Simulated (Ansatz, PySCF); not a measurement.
Caution: the highest occupied level lies above zero, so the state may not be bound. This triplet is an excited state, 1.05 eV above the relaxed singlet at the level frozen-core CCSD(T)/aug-cc-pVDZ // PBE0-D3(BJ)/def2-TZVPD (Ansatz, a quantum-chemistry and plane-wave program).

## H$_{3}$AlClSi, SMILES `[SiH3][Al-][Cl]` (excited triplet) (charge -1, multiplicity 3)

Computed with PBE-D3(BJ)/def2-TZVPD // PBE0-D3(BJ)/def2-TZVPD in PySCF.

```yaml
highest_occupied_spin_orbital: 1.37 eV
total_energy: -993.5364 Ha
cost: about 4 core-minutes (a rough figure)
```

```xyz
6

Si    -0.7203    -0.0467     0.0310
Al     1.5677    -0.6245     0.6373
Cl     3.1965     0.4762    -0.4002
H     -1.6592    -0.8968     0.8430
H     -1.2076     1.3624     0.2815
H     -1.1772    -0.2707    -1.3927
```
Charge -1, spin multiplicity 3.
